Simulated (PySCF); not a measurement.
Ga(All)(F)2, C3H5F2Ga, SMILES C=C[CH2][Ga]([F])[F] at its PBE0/def2-SVP optimised geometry (Å):

```
11

Ga    -1.3023    -0.8034     0.0000
C      0.6545    -0.8034     0.0000
C      1.2534     0.5330    -0.2785
C      1.9025     1.2896     0.6095
H      0.9464    -1.5570    -0.7507
H      0.9582    -1.1949     0.9852
H      1.1328     0.9133    -1.3006
H      2.0502     0.9644     1.6446
H      2.3080     2.2654     0.3319
F     -2.2632    -2.2654     0.0030
F     -2.3080     0.6244     0.0000
```

Calculation: PBE0/def2-TZVP run with PySCF 2.14.0.

Map of the log10 of the electron density (e/bohr³), floored at −4 on the plane z = 1.2 Å:

```
|                           |
|                           |
|                           |
|                ..:::..    |
|               .:--=--:.   |
|              .:-=+++=-:   |
|             .:-=+***+=-.  |
|     ....   .:-=+*###*+-:  |
|    ::--::...-=+*#%%%#+-:  |
|   :-====-:.:-=*#%@@%#+=:. |
|  .:=+++==-::-=*#%@@@#+=:. |
|  .-=+**+=----=+*#%@%#+-:  |
|  .-=++*++==-==+**###*=-.  |
|  .:-=+++++==++++++++=-:.  |
|   :-==+++++++****+==-:.   |
|   .:-=++*****##%#+=-:.    |
|   .:-=+++*+**#%@#*=:.     |
|   :-==++++++*#%%#*=:.     |
|  .:-=++++===+*##*+-:      |
|  .-=+**++=--==+++=:.      |
|  .:=++++=-:::----:.       |
|   :-=++==-:....:..        |
|   .:-==--:.               |
|    .::::.                 |
|      ..                   |
|                           |
|                           |
```
Scale: ten equal steps from -4.00 (start of ' ') to -0.577 (end of '@'), in the order ' .:-=+*#%@'; x runs from -4.50 to 4.50, y from -4.50 (bottom) to 4.50 (top).
